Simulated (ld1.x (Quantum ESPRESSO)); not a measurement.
# Transferability test, ultrasoft potential for lead

* Element: lead (Pb)
* Generator: ld1.x (Quantum ESPRESSO) 7.5
* Type: ultrasoft
* Functional: PBEsol
* Relativity: fully relativistic
* Frozen core: [Xe] 4f14
* Valence charge: 14
* Reference configuration: 5d10 6s1.75 6p2.25
* Partial waves: 6s (bound): rcut 1.85, rcutus 1.95 bohr; 6s channel at -0.4 Ry: rcut 1.85, rcutus 1.95 bohr; 6p (bound): rcut 1.75, rcutus 2.45 bohr; 6p channel at 0.25 Ry: rcut 1.75, rcutus 2.45 bohr; 5d (bound): rcut 1.20, rcutus 1.50 bohr; 5d channel at -1.25 Ry: rcut 1.20, rcutus 1.50 bohr
* Local potential: all-electron potential smoothed inside 1.85 bohr (lloc = -2)
* Core correction: Bessel-smoothed model core, default radius (core density twice the valence density)
* Augmentation charge: PSQ, inside the norm-conserving radii

Open shells are filled in proportion to 2j + 1 (rel_dist='average').

Energies are relative to the spin-unpolarised reference configuration 5d10 6s1.75 6p2.25; without spin polarisation the order of configurations can differ from experiment.

| valence configuration | charge | ΔE all-electron (eV) | error AE − PS (meV) |
| --- | --- | --- | --- |
| 5d10 6s2 6p2 | 0 | -2.116 | -0.1 |
| 5d10 6s2 6p1 | +1 | 4.605 | -1.2 |
| 5d10 6s2 6p0 | +2 | 18.214 | -12 |
| 5d10 6s1 6p2 | +1 | 14.006 | -2.7 |
| 5d10 6s1 6p0 | +3 | 50.689 | -48 |
| 5d10 6s2 6p2.3 | -0.3 | -2.953 | -0.2 |

What are ΔE and the potential's error for 5d9 6s2 6p3?

ΔE = 16.953 eV all-electron; the error (AE − PS) is -35 meV.

Levels in the configuration 5d10 6s2 6p1:

```
   level  all-electron (eV)  pseudo (eV)
5d j=3/2            -30.376      -30.378
5d j=5/2            -27.777      -27.777
6s j=1/2            -19.274      -19.277
6p j=1/2            -11.271      -11.274
6p j=3/2             -9.383       -9.387
```
